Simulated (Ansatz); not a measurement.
Ansatz (a quantum-chemistry and plane-wave program) input:

Ansatz 0.2 input:
```yaml
crystal:
  periodic: [false, false, false]
  atoms:
    - {symbol: N, position_ang: [-0.28230054, -0.35341855, 1.69734187]}
    - {symbol: Si, position_ang: [-0.01120097, -0.00678641, 0.01061307]}
    - {symbol: O, position_ang: [1.57647753, -0.24093176, -0.32693767]}
    - {symbol: O, position_ang: [-0.34286068, 1.55696947, -0.34143823]}
    - {symbol: O, position_ang: [-1.00303045, -0.97626827, -0.85243028]}
    - {symbol: H, position_ang: [-1.27053444, -0.42114546, 1.94949191]}
    - {symbol: H, position_ang: [2.05592070, -0.86985589, 0.21816902]}
    - {symbol: H, position_ang: [0.37235434, 2.18905804, -0.22989520]}
    - {symbol: H, position_ang: [-0.86951461, -1.04727282, -1.80129224]}
basis:
  gaussian:
    orbitals: def2-TZVPD
hamiltonian:
  xc: {name: LC-wPBE}
magnetization: {spin_polarized: true, initial_magnetization: 1}
output: {forces: true}
```

### Question
Which total energy does the run end on?

### Answer
-572.32856 Eh (LC-wPBE/def2-TZVPD). The basis has 236 functions.

It need not be the lowest isomer of its formula.
